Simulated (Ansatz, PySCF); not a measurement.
B(AsH2)2(F) (As2BFH4), SMILES FB([AsH2])[AsH2]. Atoms are numbered in the order given.

```xyz
8

B      0.6170    -0.2353    -0.1190
As    -0.5842    -1.2462     1.2027
H     -0.3566    -2.6162     0.5680
H     -1.8680    -0.9647     0.4284
As     0.0213     1.4679    -1.0967
H      1.2750     2.2670    -0.7483
H     -0.7917     1.9968     0.0807
F      1.8355    -0.7050    -0.3525
```

The structure is a stationary point at B3LYP-D3(BJ)/def2-SVP. The structure was generated by enumeration, and PubChem lists no compound with its InChIKey, so it may never have been made.

Two levels are set side by side: PBE-D3(BJ)/def2-SVP (Ansatz, a quantum-chemistry and plane-wave program) and B3LYP-D3(BJ)/def2-SVP (Ansatz). Each level has its own optimised geometry; the coordinates shown are those of the second. Frequencies come from the Hessian of PySCF at each geometry. Differences are taken from unrounded values.

```json
[
 {"quantity": "mean bond length (Å)", "B3LYP-D3(BJ)": "1.648"},
 {"quantity": "bond B1–As2 (Å)", "B3LYP-D3(BJ)": "2.052"},
 {"quantity": "bond B1–As5 (Å)", "B3LYP-D3(BJ)": "2.052"},
 {"quantity": "bond B1–F8 (Å)", "B3LYP-D3(BJ)": "1.327"},
 {"quantity": "bond As2–H3 (Å)", "B3LYP-D3(BJ)": "1.527"},
 {"quantity": "bond As2–H4 (Å)", "B3LYP-D3(BJ)": "1.525"},
 {"quantity": "bond As5–H6 (Å)", "B3LYP-D3(BJ)": "1.527"},
 {"quantity": "bond As5–H7 (Å)", "B3LYP-D3(BJ)": "1.525"},
 {"quantity": "highest harmonic wavenumber (cm⁻¹)", "B3LYP-D3(BJ)": "2208"},
 {"quantity": "mean harmonic wavenumber (cm⁻¹)", "B3LYP-D3(BJ)": "928"},
 {"quantity": "zero-point energy (kcal/mol)", "B3LYP-D3(BJ)": "23.87"}
]
```

### Question
What does PBE-D3(BJ) give, and how far is it from B3LYP-D3(BJ)? (Estimate from the structure and the level; the computed values follow.)

### Answer

| quantity | PBE-D3(BJ) | PBE-D3(BJ) minus B3LYP-D3(BJ) |
|---|---|---|
| mean bond length (Å) | 1.655 | 0.007 |
| bond B1–As2 (Å) | 2.053 | 0.001 |
| bond B1–As5 (Å) | 2.053 | 0.001 |
| bond B1–F8 (Å) | 1.336 | 0.010 |
| bond As2–H3 (Å) | 1.537 | 0.010 |
| bond As2–H4 (Å) | 1.535 | 0.010 |
| bond As5–H6 (Å) | 1.537 | 0.010 |
| bond As5–H7 (Å) | 1.535 | 0.010 |
| highest harmonic wavenumber (cm⁻¹) | 2162 | -46 |
| mean harmonic wavenumber (cm⁻¹) | 901 | -26 |
| zero-point energy (kcal/mol) | 23.19 | -0.68 |

GGA bonds tend to be longer and softer than those of functionals with exact exchange. Differences between two approximate levels are no errors against the true value.
